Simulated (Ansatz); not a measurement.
The cluster Sb5⁺. Total charge 1; singlet. Geometry PBE0-D4/def2-SVP, basis def2-TZVP, Ansatz.

```xyz
5

Sb    0.0386   -2.1311   -0.1143
Sb    0.3468    2.3322    1.0838
Sb   -0.9900    0.6639   -0.8481
Sb    1.0107   -0.8939   -2.2167
Sb   -0.4061    0.0288    2.0954
```

| run | HOMO (eV) | LUMO (eV) |
| --- | --- | --- |
| A | -9.46 | -8.47 |
| B | -9.94 | -7.89 |
| C | -11.83 | -6.27 |
| D | -9.24 | -8.38 |

In the def2 sets Sb takes a core potential; there is no spin–orbit coupling. LC-ωPBE has ω = 0.4 bohr⁻¹. Another isomer (singlet) lies 1.78 eV lower at PBE0-D4/def2-TZVP; other spin states weren't run for this one.

**Question.** The runs used LC-ωPBE, PBE, PBE0, r2SCAN. Estimate which is which.

**Answer.** A r2SCAN (0 % exact exchange); B PBE0 (25 % exact exchange); C LC-ωPBE (range-separated); D PBE (0 % exact exchange). Exact exchange lowers occupied and raises empty levels; among semilocal functionals meta-GGAs tend to open the gap a little, and such runs are hard to tell apart. The gap grows from 0.86 eV (PBE) to 5.56 eV (LC-ωPBE). The restricted singlet is unstable towards broken spin symmetry in Hartree–Fock (as tested in another run); at r2SCAN-D4/def2-TZVP, PBE0-D4/def2-TZVP, LC-ωPBE/def2-TZVP, PBE-D4/def2-TZVP this wasn't settled.
